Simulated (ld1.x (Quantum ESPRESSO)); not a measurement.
**PBEsol PAW dataset for hafnium, fully relativistic all-electron reference.**

ld1.x (Quantum ESPRESSO) 7.5 was run on this input:

```
&input
   title='Hf', zed=72., rel=2, dft='PBESOL', iswitch=3,
   config='[Xe] 4f14 5d2 6s1.75 6p0.25', rel_dist='average',
   nld=7, rlderiv=3.85, eminld=-3.0, emaxld=5.0, deld=0.02
 /
 &inputp
   pseudotype=3, lpaw=.true., tm=.true., lloc=-2, rcloc=1.40,
   nlcc=.true.,
   which_augfun='BESSEL', rmatch_augfun=0.65,
   file_pseudopw='Hf.UPF', file_wfcaegen='ae.wfc', file_wfcncgen='nc.wfc', file_beta='beta', file_chi='chi', file_wfcusgen='us.wfc'
 /
8
6S  1  0   1.75   0.00  3.10  3.55  0.0
6S  1  0   0.00   1.05  3.10  3.55  0.0
6P  2  1   0.25   0.00  2.80  3.55  0.0
6P  2  1   0.00   0.70  2.80  3.55  0.0
5D  3  2   2.00   0.00  2.90  3.15  0.0
5D  3  2   0.00   1.45  2.90  3.15  0.0
4F  4  3  14.00   0.00  0.80  1.10  0.0
4F  4  3   0.00  -0.90  0.80  1.10  0.0
 &test
   configts(1)='4f14 5d2 6s1.75 6p0.25'
 /
```

Command:

```bash
ld1.x < Hf.in > Hf.out
```

The program printed (shortened: banner, matrices, multipoles, cross overlaps and the repeated all-electron block are left out):

```
Program LD1 v.7.5
     --------------------------- All-electron run ----------------------------

     Hf
     dirac relativistic calculation

     atomic number is 72.00
     dft =PBESOL   lsd =0 sic =0 latt =0  beta=0.20 tr2=1.0E-14
     Exchange-correlation= PBESOL
                           (   1   4  10   8   0   0   0)
     mesh =1271 r(mesh) =  99.31870 a.u. xmin = -7.00 dx = 0.01250
     1 Ry =  13.60569312 eV, c = 137.03599908

     n l j   nl                  e(Ry)          e(Ha)          e(eV)
     Spin orbit split results
     1 0 0.5 1S 1( 2.00)     -4790.4211     -2395.2106    -65177.0001
     2 0 0.5 2S 1( 2.00)      -818.7638      -409.3819    -11139.8491
     2 1 0.5 2P 1( 2.00)      -781.9933      -390.9966    -10639.5605
     2 1 1.5 2P 1( 4.00)      -694.4372      -347.2186     -9448.2997
     3 0 0.5 3S 1( 2.00)      -186.5508       -93.2754     -2538.1532
     3 1 0.5 3P 1( 2.00)      -170.2544       -85.1272     -2316.4294
     3 1 1.5 3P 1( 4.00)      -151.4933       -75.7467     -2061.1714
     4 0 0.5 4S 1( 2.00)       -37.5810       -18.7905      -511.3153
     4 1 0.5 4P 1( 2.00)       -30.9084       -15.4542      -420.5299
     4 1 1.5 4P 1( 4.00)       -26.6088       -13.3044      -362.0306
     3 2 1.5 3D 1( 4.00)      -123.9100       -61.9550     -1685.8821
     3 2 2.5 3D 1( 6.00)      -119.8173       -59.9087     -1630.1977
     5 0 0.5 5S 1( 2.00)        -4.9439        -2.4720       -67.2655
     5 1 0.5 5P 1( 2.00)        -3.0547        -1.5274       -41.5614
     5 1 1.5 5P 1( 4.00)        -2.4815        -1.2407       -33.7621
     4 2 1.5 4D 1( 4.00)       -15.6446        -7.8223      -212.8562
     4 2 2.5 4D 1( 6.00)       -14.8573        -7.4287      -202.1442
     4 3 2.5 4F 1( 6.00)        -1.3346        -0.6673       -18.1576
     4 3 3.5 4F 1( 8.00)        -1.2063        -0.6032       -16.4128
     5 2 1.5 5D 1( 0.80)        -0.2430        -0.1215        -3.3068
     5 2 2.5 5D 1( 1.20)        -0.2093        -0.1047        -2.8477
     6 0 0.5 6S 1( 1.75)        -0.3947        -0.1973        -5.3701
     6 1 0.5 6P 1( 0.08)        -0.1367        -0.0683        -1.8592
     6 1 1.5 6P 1( 0.17)        -0.1065        -0.0532        -1.4488
     Averaged results
     1 0     1S 1( 2.00)     -4790.4211     -2395.2106    -65177.0001
     2 0     2S 1( 2.00)      -818.7638      -409.3819    -11139.8491
     2 1     2P 1( 6.00)      -723.6226      -361.8113     -9845.3866
     3 0     3S 1( 2.00)      -186.5508       -93.2754     -2538.1532
     3 1     3P 1( 6.00)      -157.7470       -78.8735     -2146.2574
     4 0     4S 1( 2.00)       -37.5810       -18.7905      -511.3153
     4 1     4P 1( 6.00)       -28.0420       -14.0210      -381.5304
     3 2     3D 1(10.00)      -121.4544       -60.7272     -1652.4715
     5 0     5S 1( 2.00)        -4.9439        -2.4720       -67.2655
     5 1     5P 1( 6.00)        -2.6725        -1.3363       -36.3619
     4 2     4D 1(10.00)       -15.1723        -7.5861      -206.4290
     4 3     4F 1(14.00)        -1.2613        -0.6306       -17.1606
     5 2     5D 1( 2.00)        -0.2228        -0.1114        -3.0313
     6 0     6S 1( 1.75)        -0.3947        -0.1973        -5.3701
     6 1     6P 1( 0.25)        -0.1165        -0.0583        -1.5856

     final scf error:  5.7E-15 reached in  28 iterations

     Etot =  -30186.166434 Ry,  -15093.083217 Ha, -410703.717060 eV

     Ekin =   33770.831430 Ry,   16885.415715 Ha,  459475.568941 eV
     Encl =  -75192.262058 Ry,  -37596.131029 Ha,-1023042.842790 eV
     Eh   =   11845.390068 Ry,    5922.695034 Ha,  161164.742189 eV
     Exc  =    -610.125873 Ry,    -305.062937 Ha,   -8301.185401 eV

     normalization and overlap integrals

     s(1S/1S) =  1.000000  <r> =   0.0190  <r2> =    0.0005  r(max) =   0.0120
     s(2S/2S) =  1.000000  <r> =   0.0798  <r2> =    0.0076  r(max) =   0.0679
     s(2P/2P) =  1.000000  <r> =   0.0661  <r2> =    0.0054  r(max) =   0.0516
     s(2P/2P) =  1.000000  <r> =   0.0739  <r2> =    0.0066  r(max) =   0.0577
     s(3S/3S) =  1.000000  <r> =   0.2082  <r2> =    0.0497  r(max) =   0.1917
     s(3P/3P) =  1.000000  <r> =   0.1981  <r2> =    0.0457  r(max) =   0.1801
     s(3P/3P) =  1.000000  <r> =   0.2125  <r2> =    0.0524  r(max) =   0.1941
     s(4S/4S) =  1.000000  <r> =   0.4682  <r2> =    0.2478  r(max) =   0.4375
     s(4P/4P) =  1.000000  <r> =   0.4746  <r2> =    0.2568  r(max) =   0.4375
     s(4P/4P) =  1.000000  <r> =   0.5076  <r2> =    0.2934  r(max) =   0.4657
     s(3D/3D) =  1.000000  <r> =   0.1864  <r2> =    0.0408  r(max) =   0.1531
     s(3D/3D) =  1.000000  <r> =   0.1908  <r2> =    0.0426  r(max) =   0.1570
     s(5S/5S) =  1.000000  <r> =   1.1356  <r2> =    1.4521  r(max) =   1.0109
     s(5P/5P) =  1.000000  <r> =   1.2663  <r2> =    1.8234  r(max) =   1.1033
     s(5P/5P) =  1.000000  <r> =   1.3770  <r2> =    2.1595  r(max) =   1.1893
     s(4D/4D) =  1.000000  <r> =   0.5286  <r2> =    0.3246  r(max) =   0.4657
     s(4D/4D) =  1.000000  <r> =   0.5402  <r2> =    0.3388  r(max) =   0.4775
     s(4F/4F) =  1.000000  <r> =   0.6708  <r2> =    0.5827  r(max) =   0.4542
     s(4F/4F) =  1.000000  <r> =   0.6837  <r2> =    0.6079  r(max) =   0.4542
     s(5D/5D) =  1.000000  <r> =   2.4037  <r2> =    7.1993  r(max) =   1.6460
     s(5D/5D) =  1.000000  <r> =   2.5301  <r2> =    8.0168  r(max) =   1.7089
     s(6S/6S) =  1.000000  <r> =   3.4208  <r2> =   13.3365  r(max) =   2.8888
     s(6P/6P) =  1.000000  <r> =   4.6780  <r2> =   25.5095  r(max) =   3.7559
     s(6P/6P) =  1.000000  <r> =   5.1697  <r2> =   31.2401  r(max) =   4.0994

     ------------------------ End of All-electron run ------------------------

     --------------------- Generating PAW atomic setup --------------------

      Generating local potential from pseudized AE potential:
      Matching radius rcloc =   1.4000
      Enforcing V''(0)=0 (lloc=-2)

      Local pseudo, rcloc= 1.417 Estimated cut-off energy=    15.79 Ry

      Computing core charge for nlcc:

       r > 0.54 : true rho core
       r < 0.54 : rho core = a sin(br)/r    a= 113.52  b=   4.50

      Integrated core pseudo-charge :  28.92

     Fully relativistic calculation: |psi|^2

     Wfc 6S LC norm =  0.99995982 SC norm =  0.00003913 missing  0.00000105
     Speed at rcutus      0.241 a.u.,  v/c =  0.001761,  (v/c)^2 =  0.00000310

     Wfc 6P LC norm =  0.99997949 SC norm =  0.00002042 missing  0.00000009
     Speed at rcutus      0.337 a.u.,  v/c =  0.002458,  (v/c)^2 =  0.00000604

     Wfc 6P LC norm =  0.99998308 SC norm =  0.00001482 missing  0.00000211
     Speed at rcutus      0.321 a.u.,  v/c =  0.002340,  (v/c)^2 =  0.00000548

     Wfc 5D LC norm =  0.99991088 SC norm =  0.00008910 missing  0.00000001
     Speed at rcutus      0.313 a.u.,  v/c =  0.002281,  (v/c)^2 =  0.00000520

     Wfc 5D LC norm =  0.99991906 SC norm =  0.00007987 missing  0.00000106
     Speed at rcutus      0.334 a.u.,  v/c =  0.002435,  (v/c)^2 =  0.00000593

     Wfc 4F LC norm =  0.99915590 SC norm =  0.00084410 missing  0.00000000
     Speed at rcutus      1.599 a.u.,  v/c =  0.011666,  (v/c)^2 =  0.00013610

     Wfc 4F LC norm =  0.99917687 SC norm =  0.00082313 missing  0.00000000
     Speed at rcutus      1.643 a.u.,  v/c =  0.011993,  (v/c)^2 =  0.00014384
      Wfc-us  6S rcutus= 3.573  Estimated cut-off energy=     3.74 Ry
      Wfc-us  6S rcutus= 3.573  Estimated cut-off energy=     7.80 Ry
      Wfc-us  6P rcutus= 3.573  Estimated cut-off energy=     5.80 Ry
      Wfc-us  6P rcutus= 3.573  Estimated cut-off energy=     5.69 Ry
      Wfc-us  6P rcutus= 3.573  Estimated cut-off energy=     7.69 Ry
      Wfc-us  6P rcutus= 3.573  Estimated cut-off energy=     7.14 Ry
      Wfc-us  5D rcutus= 3.153  Estimated cut-off energy=    11.71 Ry
      Wfc-us  5D rcutus= 3.153  Estimated cut-off energy=    11.65 Ry
      Wfc-us  5D rcutus= 3.153  Estimated cut-off energy=    10.54 Ry
      Wfc-us  5D rcutus= 3.153  Estimated cut-off energy=    10.42 Ry
      Wfc-us  4F rcutus= 1.103  Estimated cut-off energy=   131.30 Ry
      Wfc-us  4F rcutus= 1.103  Estimated cut-off energy=   131.13 Ry
      Wfc-us  4F rcutus= 1.103  Estimated cut-off energy=   137.20 Ry
      Wfc-us  4F rcutus= 1.103  Estimated cut-off energy=   134.80 Ry

     Required augmentation: BESSEL   radius:    0.650000
     Suggested rho cutoff for augmentation: 362.91 Ry

     Estimated PAW energy = -879.463963 Ryd

     ------------------- End of pseudopotential generation -------------------

     Computing logarithmic derivative in   3.82708
     Computing logarithmic derivative in   3.82708
     Computing the partial wave expansion
     R is outside the sphere for l=    0 j= 0.50
     R is outside the sphere for l=    0 j= 0.50
     R is outside the sphere for l=    1 j= 0.50
     R is outside the sphere for l=    1 j= 0.50
     R is outside the sphere for l=    1 j= 1.50
     R is outside the sphere for l=    1 j= 1.50
     R is outside the sphere for l=    2 j= 1.50
     R is outside the sphere for l=    2 j= 1.50
     R is outside the sphere for l=    2 j= 2.50
     R is outside the sphere for l=    2 j= 2.50
     R is outside the sphere for l=    3 j= 2.50
     R is outside the sphere for l=    3 j= 2.50
     R is outside the sphere for l=    3 j= 3.50
     R is outside the sphere for l=    3 j= 3.50

     ---------------------- Testing the pseudopotential ----------------------

     Hf
     dirac relativistic calculation

     atomic number is 72.00   valence charge is 18.00
     dft = SLA  PW   PSX  PSC   lsd =0 sic =0 latt =0  beta=0.20 tr2=1.0E-14
     mesh =1271 r(mesh) =  99.31870 xmin = -7.00 dx = 0.01250

     n l  j  nl             e AE (Ry)       e PS (Ry)    De AE-PS (Ry)
     4 3 2.5 4F   1( 6.00)       -1.33456       -1.33457        0.00001
     4 3 3.5 4F   1( 8.00)       -1.20632       -1.20634        0.00002
     3 2 1.5 5D   1( 0.80)       -0.24305       -0.24305       -0.00000
     3 2 2.5 5D   1( 1.20)       -0.20930       -0.20930        0.00000
     1 0 0.5 6S   1( 1.75)       -0.39469       -0.39470        0.00000
     2 1 0.5 6P   1( 0.08)       -0.13665       -0.13665       -0.00000
     2 1 1.5 6P   1( 0.17)       -0.10649       -0.10649       -0.00000

     eps = 4.7E-15  iter =  6

     Etot =  -30186.166434 Ry,  -15093.083217 Ha, -410703.717060 eV
     Etotps =  -879.463970 Ry,    -439.731985 Ha,  -11965.716890 eV

     Ekin =     897.803943 Ry,     448.901972 Ha,   12215.244934 eV
     Encl =   -1488.480733 Ry,    -744.240367 Ha,  -20251.812078 eV
     Ehrt =     321.338658 Ry,     160.669329 Ha,    4372.035173 eV
     Ecxc =    -610.125838 Ry,    -305.062919 Ha,   -8301.184918 eV
     (Ecc =     -89.894273 Ry,     -44.947137 Ha,   -1223.073896 eV)

     ---------------------- End of pseudopotential test ----------------------
```

Generation and configuration tests took about 6.6 s on one core of a shared server CPU.
